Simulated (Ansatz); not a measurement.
## AlClH4OSn+: where a starting geometry ends

The starting geometry of this gas-phase doublet was optimised with GFN2-xTB.

```yaml
atoms:
  - { symbol: Al, position_ang: [0.0436, -0.0784, 0.7762] }
  - { symbol: Cl, position_ang: [0.9758, 1.4662, -0.4639] }
  - { symbol: O, position_ang: [-1.6663, -0.0342, 0.1143] }
  - { symbol: Sn, position_ang: [2.8281, 0.6099, 1.0187] }
  - { symbol: H, position_ang: [-0.0694, 0.4970, 2.2397] }
  - { symbol: H, position_ang: [0.5145, -1.4985, 0.2843] }
  - { symbol: H, position_ang: [-2.3150, 0.6911, 0.1197] }
  - { symbol: H, position_ang: [-2.0493, -0.8049, -0.3376] }
```

Task: Predict what becomes of its bonds when it is optimised with BLYP-D3(BJ)/def2-SVP.

Result: A bond breaks, giving a structure with Cl2 bridging Al1 and Sn4, given below by its coordinates. Contacts that open: Al1–Sn4 (2.88 → 3.98 Å).

The energy falls by 0.50 eV over 11 steps:

```
step  E − E(last) (eV)
   1             0.497
   2             0.211
   3             0.096
   4             0.041
   5             0.014
   7             0.004
   8             0.001
   9             0.000
  10             0.000
  11             0.000
```

Final geometry (Å):

```tsv
atom	x (Å)	y (Å)	z (Å)
Al	-0.1022	-0.2539	0.9462
Cl	1.2032	1.2564	-0.2981
O	-1.8015	-0.0177	0.0127
Sn	3.6283	1.1016	0.7021
H	-0.3700	0.4370	2.3353
H	0.3461	-1.6938	0.4934
H	-2.5170	0.5959	0.2857
H	-2.1248	-0.5771	-0.7259
```

Frequencies at the end are all real (lowest 14 cm⁻¹). Open shells are spin-unrestricted. Atoms past krypton carry core potentials, without spin–orbit terms. Run with Ansatz 0.2.0, 41 s on 2 threads of Intel(R) Xeon(R) Platinum 8259CL CPU @ 2.50GHz (Skylake/Cascade Lake), on a shared host.
